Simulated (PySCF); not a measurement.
## Dipole response of Sn⁺ (tin, charge +1)

[Kr] 4d10 5s2 5p1, 2P determinant. Calculation: PySCF 2.14, in x2c-QZVPPall with one added diffuse shell each of s, p, d, f type (14s10p8d5f1g, 128 functions); scalar relativity by spin-free X2C-1e. Coupled (time-dependent) response in atomic units; α is the mean over directions.

```csv
method,mean α (bohr³),"α xx, yy, zz",C₆ (like pair),S(−4)
TPSSh,27.65,"25.77, 31.39, 25.77",217.9,256.7
```

S(−4) is the Cauchy moment in α(ω) = α(0) + S(−4) ω² + …

Spin-orbit coupling is absent.

α(iu) at TPSSh:

```csv
u (hartree),α(iu) (bohr³)
0,27.65
0.0500,27.02
0.100,25.34
0.200,20.53
0.300,15.95
0.500,9.958
0.750,6.356
1.00,4.568
1.50,2.857
2.00,2.026
3.00,1.202
5.00,0.5712
```

A single London oscillator, α(iu) = α/(1 + u²/ω²), gives C₆ = (3/4) ω α². Matching the computed C₆ needs ω = 4 × 217.9 / (3 × 27.65²) = 0.380 hartree.

For an ion, C₆ is the dispersion term alone; charge-induced terms of lower order in 1/R come first.

The components differ because the open shell of this determinant is not spherical; for a pure term their mean is the scalar polarisability.
